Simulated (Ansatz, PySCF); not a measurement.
Pair of molecules: H2O (SMILES O) (first 3 atoms) with C2H6O (SMILES CCO); geometry from B3LYP-D3(BJ)/def2-TZVP, rigid monomers moved along the line of their centres of mass till H2···O6 is 3.36 Å.
(charge 0, multiplicity 1):
```xyz
12

O     -0.21921     0.30779     0.17249
H      0.30395     0.10224     0.96663
H      0.12509    -0.26415    -0.51973
C     -1.30152     0.22719     5.01584
C     -0.26723    -0.87930     4.93435
O      0.91034    -0.48218     4.21461
H     -2.19256    -0.12500     5.54033
H     -1.59104     0.55395     4.01678
H     -0.91211     1.08797     5.56671
H      0.01468    -1.22985     5.93281
H     -0.65955    -1.73205     4.38055
H      1.28970     0.29162     4.64659
```

Monomers are frozen at their geometry in the pair; levels with a basis set take the counterpoise correction. Rows marked so take none.

Rows in 3-21G, 6-31G* carry no dispersion term and start afresh at each structure (6-31G* with six Cartesian d functions). MP2/6-31G* freezes PySCF's default core.

Codes used: Ansatz (a first-principles code); PySCF for 3-21G rows, 6-31G* rows, the dispersion terms. 

Task: What is the computed interaction energy (B3LYP/3-21G (no counterpoise))?

Result: -1.8 kcal/mol
